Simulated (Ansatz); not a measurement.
`[SiH3]N[SiH2][GaH2]` → `[SiH3][N]([SiH3])[GaH2]`  (isomerisation)

Isolated molecules relaxed with PBE0-D4/def2-TZVP in Ansatz; ΔE leaves out vibrations. CCSD(T)/CBS adds triple-zeta CCSD(T) − MP2 to the extrapolated MP2 energy (def2 sets, frozen cores). Functionals use def2-TZVPP. B3LYP here is the variant with VWN-RPA as its local correlation; programs differ in this. HSE06 is defined as in plane-wave codes. For Ga outer-core shells are correlated without core-valence functions, which leaves a few kJ/mol of doubt a bond. Scalar relativity is left out up to krypton. Each species was taken in one conformer, which may not be the lowest.

```tsv
level	ΔE (kJ/mol)
r2SCAN0-D4	-37.8
HSE06-D4	-30.0
B3LYP	-41.1
HF/CBS(def2)	-62.9
```

Q: What does CCSD(T)/CBS give? (Estimate.)

A: Computed: -47.4 kJ/mol. The listed levels differ from it by 9.6, 17.4, 6.3, -15.5 kJ/mol.

Largest T1 diagnostic among the species: 0.014.

From BLYP to BHLYP (50 % exact exchange), in def2-TZVPP and without D4, ΔE moves by −6.2 kJ/mol. Leaving LDA and LC-ωPBE aside and taking each functional with its dispersion term where it has one, the values, not all of them listed here, spread over 21.9 kJ/mol, from B2PLYP to PBE-D4. LDA lies +5.5 kJ/mol from PBE without D4. In def2-TZVPP, CCSD(T) changes the Hartree–Fock value by +11.2 kJ/mol (the triples alone add +0.0 kJ/mol) and MP2 by +4.1 kJ/mol.

CCSD(T)/CBS has its own doubt, a few kJ/mol and more with outer-core shells, so smaller differences from it don't rank the levels.
